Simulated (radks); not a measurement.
Results of a calculation; reference values are marked as such.
Question: The mean radii <r> (bohr) of the occupied orbitals of an atom or ion are listed with their occupations. Code: a radial shooting solver on a logarithmic mesh with Libxc functionals. Model: non-relativistic Kohn-Sham, r2SCAN, spin-polarised, spherical densities, point nucleus; meta-GGA in the generalised Kohn-Sham scheme.

orbital  occ.      <r>
1s up       1  0.04100
1s down     1  0.04101
2s up       1   0.1678

Name the element and its charge. Open shells, if any, are filled with parallel spins first.

Answer: Z = 37, rubidium, charge +34: Rb34+ in [He] 2s1. The 1s radius gives Z: for a bare nucleus <r> = 1.5/Z, 0.04054 bohr for Z = 37, and screening makes it slightly larger (0.04100 here). The occupations add up to 3, and the charge is Z minus that.
